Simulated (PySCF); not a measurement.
# Electron correlation in Ge(2+) (germanium, charge +2)

[Ar] 3d10 4s2, closed-shell 1S. Computed with PySCF 2.14 in cc-pVDZ-PP with ECP10MDF, with a scalar-relativistic core potential. Frozen: 3s2 3p6 3d10; 2 electrons correlated.

Total MP2 correlation energy: -25.20 mhartree.

Same-spin part 0.00 and opposite-spin part -25.20 mhartree; SCS-MP2 scales them by 1/3 and 6/5 to -30.24 mhartree.

With two correlated electrons CCSD is exact within the correlated space (frozen core and kept virtual orbitals).

```
level  correlation energy (mhartree)
 CCSD                         -37.57
```

Diagnostics: T1 = 0.0027, D1 = 0.0038, largest double amplitude 0.102.

Cost of the coupled-cluster step: 0.05 s of wall time on 1 thread of Neoverse-V1 (shared host), for 2 correlated electrons.
